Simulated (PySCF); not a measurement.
C₂H₆O₂Si, SMILES C1OC[SiH]1O. Atoms are numbered in the order given.

```xyz
11

O      2.0079    -0.4672     0.0000
Si     0.5775     0.3795     0.0000
C     -0.8443    -0.1459    -1.1313
O     -1.7228    -0.0429     0.0000
C     -0.8443    -0.1459     1.1313
H      2.8265     0.0349     0.0000
H      0.8755     1.8471     0.0000
H     -0.7792    -1.1845    -1.5113
H     -1.1887     0.5028    -1.9525
H     -1.1887     0.5028     1.9525
H     -0.7792    -1.1845     1.5113
```
Charge 0, spin multiplicity 1.

Coordinates come from a PBE0-D3(BJ)/def2-SVP optimisation. The structure was generated by enumeration, and PubChem lists no compound with its InChIKey, so it may never have been made. Other conformers were not sampled.

These are PBE/pcSseg-1 (PySCF) values and carry that method's errors.

GIAO shieldings, no solvent; atoms listed in one row are averaged. δ = σ(ref) − σ: ¹⁷O against H2O (σ = 334.3 ppm); ²⁹Si against TMS (σ = 335.4 ppm); ¹³C against TMS (σ = 182.0 ppm); ¹H against TMS (σ = 31.49 ppm), references at their B3LYP-D3(BJ)/def2-TZVP geometries, non-relativistic.

Q: Estimate the chemical shifts. (The exact figures need the calculation; the answer reports its results.)

A: 
| nucleus | atoms | count | δ (ppm) |
|---|---|---|---|
| ¹⁷O | O1 | 1 | 64.0 |
| ¹⁷O | O4 | 1 | 14.7 |
| ²⁹Si | Si2 | 1 | 0.2 |
| ¹³C | C3, C5 | 2 | 81.1 |
| ¹H | H7 | 1 | 6.12 |
| ¹H | H8, H11 | 2 | 4.91 |
| ¹H | H10, H9 | 2 | 4.60 |
| ¹H | H6 | 1 | 2.62 |
